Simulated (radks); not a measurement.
The numbers below are computed, except where a source is named.
Task: These are the eigenvalues of the occupied orbitals of an atom or ion with whole-number occupations (eV). Code: a radial shooting solver on a logarithmic mesh with Libxc functionals. Model: scalar-relativistic Kohn-Sham, PBE, spin-polarised, spherical densities, point nucleus.

1s up: -70688.77
1s down: -70688.37
2s up: -13195.96
2s down: -13191.70
2p up: -11688.89
2p down: -11685.30
3s up: -3949.078
3s down: -3946.865
3p up: -3502.456
3p down: -3499.973
3d up: -2995.312
3d down: -2991.670
4s up: -1639.962
4s down: -1629.324
4p up: -1479.263
4p down: -1468.726
4d up: -1283.835
4d down: -1273.298
5p up: -810.7040

Which element is it, and in what charge state? The configuration may be excited. Open shells, if any, are filled with parallel spins first.

Result: Z = 74, tungsten, charge +31: W31+ in [Kr] 4d6 5p1. The list shows which subshells hold electrons but not how many an open one holds; the 1s level, -2597.8 hartree, gives Z - s = 72.1 by -(Z - s)^2/2, which with screening and relativity narrows Z to a few neighbours, and the depths of the outer levels then fix element, charge and occupations together.
